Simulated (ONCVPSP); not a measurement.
## Ranking ONCV potentials for scandium

All share these settings but for the change named:

scandium, optimised norm-conserving Vanderbilt (ONCV), made with ONCVPSP 4.0.1 (Wu-Cohen, scalar-relativistic). Core [Ne], reference 3s2 3p6 3d1 4s1.75 (charge +0.25). Waves: 3s+4s: rc 1.60 bohr, ncon 5, nbas 10, qcut 7.5 1/bohr, 2 projectors; 3p: rc 1.85 bohr, ncon 5, nbas 10, qcut 8.4 1/bohr, 2 projectors, debl 1.3 Ha; 3d: rc 2.10 bohr, ncon 4, nbas 8, qcut 9 1/bohr, 2 projectors, debl 1 Ha. Local part: polynomial inside 1.05 bohr (lpopt 5, dvloc0 0 Ha). Core correction: Teter function fitted to the true core (icmod 2), fcfact 0.55.

Test errors are all-electron minus pseudo excitation energies from the reference, over 3s2 3p6 3d1 4s2; 3s2 3p6 3d1 4s1; 3s2 3p6 3d1 4s0; 3s2 3p6 3d1 4s1 4p1. None of these files shows a bound ghost.

The base gives 1.2 meV.

Of 8 variants that were run, those that failed, showed a ghost or another fault, or gave nearly equal values are left out.

**Question.** Rank these variants by their largest absolute test error, smallest first.
A. s: qcut 9.2
B. s: qcut 8.6
C. s: qcut 10.2
D. s: qcut 5.5
E. s: qcut 4.5

**Answer.** C (0.4 meV), A (0.6 meV), B (0.8 meV), D (2.3 meV), E (2.8 meV).
